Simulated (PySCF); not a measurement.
A ladder of Hamiltonians for Xe(42+) (xenon, charge +42)

Occupied: 1s1/2, 2s1/2, 2p1/2, 2p3/2, 3s1/2. Hartree-Fock calculated with PySCF 2.14 in an uncontracted even-tempered set (20 s from 4.1 bohr⁻², ratio 2.3; 16 p from 4.9 bohr⁻², ratio 2.3), Gaussian nucleus throughout. NR is non-relativistic, sf-X2C the spin-free one-electron X2C Hamiltonian, X2C adds the bare one-electron spin-orbit term, X2C-SNSO screens it by Boettger's factors, DC is four-component Dirac-Coulomb, and the Gaunt and Breit terms are added at first order (total energies over the DC spinors, levels after relaxing the spinors in that mean field). QED terms are absent. Levels marked empty are virtual spinors of this ion; the basis has s and p functions only, so 3d, which can lie below the n = 4 levels, is absent.

| level (eV) | NR | sf-X2C | X2C | X2C-SNSO |
| --- | --- | --- | --- | --- |
| 1s1/2 | -36035.4 | -37485.1 | -37482.1 | -37482.3 |
| 2s1/2 | -7699.0 | -8095.3 | -8094.5 | -8094.6 |
| 2p1/2 | -7415.3 | -7544.3 | -7788.6 | -7778.7 |
| 2p3/2 | -7415.3 | -7544.3 | -7436.0 | -7439.9 |
| 3s1/2 | -3124.4 | -3245.1 | -3245.0 | -3245.0 |
| 3p1/2 (empty) | -2962.2 | -3011.8 | -3072.6 | -3070.2 |
| 3p3/2 (empty) | -2962.2 | -3011.8 | -2984.7 | -2985.6 |
| 4s1/2 (empty) | -1649.3 | -1698.8 | -1698.7 | -1698.7 |

Problem. Where do the four-component calculations put these levels?

Solution. 1s1/2: DC -37514.4, DC+Gaunt -37428.9, DC+Breit -37434.6; 2s1/2: DC -8098.5, DC+Gaunt -8089.9, DC+Breit -8090.5; 2p1/2: DC -7780.6, DC+Gaunt -7765.5, DC+Breit -7767.1; 2p3/2: DC -7442.7, DC+Gaunt -7432.1, DC+Breit -7433.7; 3s1/2: DC -3245.9, DC+Gaunt -3243.7, DC+Breit -3243.9; 3p1/2 (empty): DC -3070.6, DC+Gaunt -3066.9, DC+Breit -3067.4; 3p3/2 (empty): DC -2986.2, DC+Gaunt -2983.6, DC+Breit -2984.2; 4s1/2 (empty): DC -1699.1, DC+Gaunt -1698.2, DC+Breit -1698.3 (eV).

```
Hamiltonian  E (hartree)  E − E(DC) (hartree)  CPU seconds
         NR   -5606.6564             201.7795         0.75
     sf-X2C   -5804.6257               3.8102         0.45
        X2C   -5806.7792               1.6566         0.57
   X2C-SNSO   -5806.6168               1.8190         0.57
         DC   -5808.4358               0.0000           30
   DC+Gaunt   -5803.1750               5.2608           52
   DC+Breit   -5803.6405               4.7954          150
```

Weight of the small component: 1s1/2 0.0397, 2s1/2 0.00885, 2p1/2 0.00876, 2p3/2 0.00834, 3s1/2 0.00335, 3p1/2 0.00326, 3p3/2 0.00316, 4s1/2 0.00169.

Koopmans' value for the highest occupied level at DC+Breit: 3243.9 eV, against an ionisation energy of 3243 ± 4 eV (theoretical estimate listed by NIST; NIST Atomic Spectra Database, ionization energies); the former lacks relaxation, correlation, QED and recoil.

The whole ladder took 240 s of wall time on 1 thread of Neoverse-N1 (shared host), launched as `OMP_NUM_THREADS=1 python relrun2.py TASK.json OUT` (a driver that calls PySCF for each Hamiltonian).
